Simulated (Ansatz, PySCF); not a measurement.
Molecule: sum formula SiNH₂Cl₃, net charge 0, singlet state. 
Geometry from a B3LYP-D3(BJ)/def2-TZVP (Ansatz, a quantum-chemistry and plane-wave program) optimisation:
```
Si
N 1 1.6862
H 2 1.0075 1 121.09
H 2 1.0075 3 112.95 1 -155.52
Cl 1 2.0424 2 108.29 3 163.61
Cl 1 2.0424 2 108.29 3 42.85
Cl 1 2.0541 2 115.20 3 -76.77
```

Dipole moments at this geometry, in debye (magnitudes).

```csv
level,program,dipole (D)
SVWN5/def2-TZVPD,Ansatz,2.42
PBE/def2-TZVPD,PySCF,2.38
revPBE/def2-TZVPD,Ansatz,2.37
B97M-V/def2-TZVPD,Ansatz,2.38
BHLYP/def2-TZVPD,Ansatz,2.42
r2SCANh/def2-TZVPD,Ansatz,2.42
r2SCAN0/def2-TZVPD,Ansatz,2.43
M06-2X/def2-TZVPD,PySCF,2.41
HSE06/def2-TZVPD,Ansatz,___
CAM-B3LYP/def2-TZVPD,Ansatz,2.42
LC-wPBE/def2-TZVPD,Ansatz,2.46
wB97M-V/def2-TZVPD,Ansatz,2.39
CCSD(T)/aug-cc-pV(D+d)Z,Ansatz,___
```

Problem. What belongs in the gaps?

Solution. 
- HSE06/def2-TZVPD, dipole (D): 2.41
- CCSD(T)/aug-cc-pV(D+d)Z, dipole (D): 2.37
